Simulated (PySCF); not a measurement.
## Working out the ionisation energy of Ta

Ta [Xe] 4f14 5d3 6s2 (4F) → Ta⁺ [Xe] 4f14 5d3 6s1 (5F). Computed with PySCF 2.14 in aug-cc-pVTZ-PP with one added diffuse shell each of s, p, d, f, g type with ECP60MDF (7s7p6d4f3g, 113 functions), with scalar relativity through the core potential. Frozen: 5s2 5p6. Energies in hartree (1 hartree = 27.21139 eV):

| part | Ta (lower) | Ta⁺ (upper) |
| --- | --- | --- |
| UHF | -56.745361 | -56.534486 |
| MP2 opposite-spin | -0.044600 | 0.000000 |
| MP2 same-spin | -0.027269 | -0.027340 |

Problem. What does Hartree-Fock give?

Solution. (-56.534486) − (-56.745361) = 0.210875 hartree = 5.738 eV.

Problem. What do MP2 and SCS-MP2 (6/5 opposite-spin, 1/3 same-spin) give?

Solution. The opposite-spin parts differ by 1.214 eV and the same-spin parts by -0.002 eV. MP2: 5.738 + (1.214) + (-0.002) = 6.950 eV. SCS-MP2: 5.738 + 1.2 × (1.214) + (-0.002)/3 = 7.194 eV.

Measured between the centres of the two terms (NIST): 7.573 eV, so MP2 (valence) is off by -0.623 eV.

What remains against the reference includes basis incompleteness, the frozen core and correlation beyond second order.
